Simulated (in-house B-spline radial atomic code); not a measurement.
Successive ionisation energies of chlorine; each step leads to the configuration of the next row (after the last: bare). Dirac energy differences include first-order Breit, QED and recoil terms. NIST's values go from ground level to ground level; the uncertainty of those that are theory runs from under 0.1 % in few-electron ions to several per cent in heavy many-electron ones. Computed with a B-spline radial code for spherical atoms: Dirac-Hartree-Fock, jj configuration that fills j = l - 1/2 first, finite nuclei.

A number in brackets counts the electrons of a j subshell.

```csv
ion,configuration,ionisation energy (eV),tabulated value (eV),tabulated kind,computed minus tabulated (eV),highest orbital,largest mean radius (bohr)
Cl,[Ne] 3s2 3p1/2(2) 3p3/2(3),12.7,12.96763,measured,0,3p1/2,1.8426
Cl+,[Ne] 3s2 3p1/2(2) 3p3/2(2),24.5,23.81364,measured,1,3p1/2,1.7119
Cl2+,[Ne] 3s2 3p1/2(2) 3p3/2(1),37.5,39.8,semi-empirical,-2,3p1/2,1.6117
Cl3+,[Ne] 3s2 3p1/2(2),50.9,53.24,semi-empirical,-2,3p1/2,1.5284
Cl4+,[Ne] 3s2 3p1/2(1),66.8,67.68,semi-empirical,-1,3p1/2,1.4521
Cl5+,[Ne] 3s2,95.0,96.94,semi-empirical,-2,3s1/2,1.3232
Cl6+,[Ne] 3s1,113.7,114.2013,measured,-1,3s1/2,1.2792
Cl7+,[He] 2s2 2p6,?,?,measured,?,?,?
Cl8+,[He] 2s2 2p1/2(2) 2p3/2(3),402.9,400.851,measured,2,2p3/2,0.42716
Cl9+,[He] 2s2 2p1/2(2) 2p3/2(2),?,?,semi-empirical,?,?,?
Cl10+,[He] 2s2 2p1/2(2) 2p3/2(1),524.1,530,semi-empirical,-6,2p1/2,0.40996
Cl11+,[He] 2s2 2p1/2(2),586.7,591.58,semi-empirical,-5,2p1/2,0.40179
Cl12+,[He] 2s2 2p1/2(1),657.1,656.3,semi-empirical,1,2p1/2,0.39389
Cl13+,[He] 2s2,?,?,semi-empirical,?,?,?
Cl14+,[He] 2s1,809.0,809.198,tabulated theory,0,2s1/2,0.37926
Cl15+,1s2,3657.0,3658.344,tabulated theory,-1,1s1/2,0.089778
Cl16+,1s1,3946.3,3946.292,tabulated theory,0,1s1/2,0.087781
```

Task: Fill in the row of Cl7+.

Result: ionisation energy (eV): 346.7; tabulated value (eV): 348.306; computed minus tabulated (eV): -2; highest orbital: 2p3/2; largest mean radius (bohr): 0.43619.

Task: Fill in the row of Cl9+.

Result: ionisation energy (eV): 462.0; tabulated value (eV): 456.7; computed minus tabulated (eV): 5; highest orbital: 2p1/2; largest mean radius (bohr): 0.41842.

Task: Fill in the row of Cl13+.

Result: ionisation energy (eV): 744.9; tabulated value (eV): 750.23; computed minus tabulated (eV): -5; highest orbital: 2s1/2; largest mean radius (bohr): 0.38623.

Task: Where is the largest jump?

Result: From Cl14+ to Cl15+, by a factor of 4.52 (809.04 to 3657 eV); the highest orbital goes from 2s1/2 to 1s1/2.

Task: How far is this level of theory from the measured and semi-empirical values?

Result: Over those 14 rows the differences run from -5.89 to +5.31 eV (mean absolute value 2.5 eV). The calculation leaves out correlation and, in open shells, the multiplet splittings that an average leaves out.
